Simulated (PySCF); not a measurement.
# Working out the excitation energy of Br²⁺

Br²⁺ [Ar] 3d10 4s2 4p3 (4S) → Br²⁺ [Ar] 3d10 4s1 4p3 5s1 (6S). Computed with PySCF 2.14 in aug-cc-pVDZ-PP with ECP10MDF (5s4p3d, 32 functions), with scalar relativity through the core potential. Frozen: 3s2 3p6 3d10. Energies in hartree (1 hartree = 27.21139 eV):

```json
{"part": "UHF", "Br²⁺ (lower)": "-414.339013", "Br²⁺ (upper)": "-413.385187"}
{"part": "CCSD correlation", "Br²⁺ (lower)": "-0.072921", "Br²⁺ (upper)": "-0.030428"}
{"part": "(T)", "Br²⁺ (lower)": "-0.000655", "Br²⁺ (upper)": "-0.000143"}
```

Q: What does Hartree-Fock give?

A: (-413.385187) − (-414.339013) = 0.953826 hartree = 25.955 eV.

Q: What do CCSD and CCSD(T) give?

A: The CCSD correlation energies differ by 0.042493 hartree = 1.156 eV and the triples by 0.000512 hartree = 0.014 eV, so CCSD gives 27.111 eV and CCSD(T) 27.125 eV.

A double-zeta basis recovers only part of the correlation energy.
